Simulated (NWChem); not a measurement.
Species: CH4O3Si; SMILES O=C[SiH](O)O

```xyz
9

O      0.3338    -1.9161    -0.6608
C     -0.5338    -1.2508    -0.1133
Si    -0.0333     0.5231     0.4462
O     -0.9783     1.5183    -0.4856
O      1.5862     0.5613     0.1263
H     -1.5527    -1.6837     0.0122
H     -0.2320     0.8070     1.8879
H     -0.8357     2.4728    -0.4115
H      1.8307    -0.1879    -0.4476
```
Atoms are numbered in this order, from 1.

Level: B3LYP/6-31G* (spherical d) (NWChem), optimised geometry, unscaled harmonic frequencies. 

Problem. List the harmonic frequencies with IR intensities, and the thermochemistry.

Solution. 
| frequency (cm⁻¹) | IR intensity (km/mol) |
|---|---|
| 97 | 1.4 |
| 172 | 12.5 |
| 200 | 99.9 |
| 233 | 9.4 |
| 349 | 71.2 |
| 420 | 59.9 |
| 468 | 69.8 |
| 632 | 68.3 |
| 737 | 105.4 |
| 812 | 110.2 |
| 876 | 1.1 |
| 886 | 40.8 |
| 919 | 27.4 |
| 978 | 354.1 |
| 1007 | 230.7 |
| 1407 | 13.2 |
| 1750 | 73.0 |
| 2278 | 159.7 |
| 2889 | 139.0 |
| 3693 | 85.9 |
| 3796 | 73.3 |

```json
{
 "zero_point_energy": "35.2 kcal/mol",
 "thermal correction to the enthalpy at 298.15 K (with zero-point energy)": "40.0 kcal/mol",
 "heat capacity Cv": "22.5 cal/(mol K)",
 "entropy at 298.15 K and 1 atm (symmetry number 1)": "80.0 cal/(mol K)",
 "dipole_moment": "1.93 D"
}
```

Rigid rotor and harmonic oscillator; modes under 100 cm⁻¹ make the entropy uncertain.
